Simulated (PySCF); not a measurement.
Compound: (ClBe-mu-H)2.
Z-matrix (Å and degrees, PBE0-D3(BJ)/def2-SVP geometry), rows numbered from 1:
```
Be
Cl  1  1.8353
H   1  1.4728  2  132.15
Be  3  1.4751  1   84.22  2  -179.97
Cl  4  1.8353  3  131.93  1  -179.88
H   4  1.4740  3   95.78  1     0.02
```

The closed-shell ground state was solved at several levels (PySCF, density fitting, gas phase, non-relativistic). The dipole stays under 0.02 D at every level.

```csv
level,basis functions,total energy (Eh),HOMO (eV),LUMO (eV),gap (eV)
B3LYP/def2-SVPD,94,-950.9864,-8.66,-2.83,5.83
KT2/pcSseg-1,82,-958.6331,-7.67,-3.38,4.29
```

**Question.** Estimate the row for PBE0/pcSseg-1, a basis of 82 functions; the other rows only guide the guess.

**Answer.** Total energy -950.8297 Eh, HOMO -8.91 eV, LUMO -2.62 eV, gap 6.29 eV.

**Question.** Over all these levels, which gives the widest orbital gap and which the narrowest?

**Answer.** PBE0/pcSseg-1 (global hybrid, 25 % exact exchange) has the widest, 6.29 eV, and KT2/pcSseg-1 (GGA) the narrowest, 4.29 eV. The two share the basis. From the narrowest to the widest the HOMO moves by -1.24 eV and the LUMO by +0.76 eV.
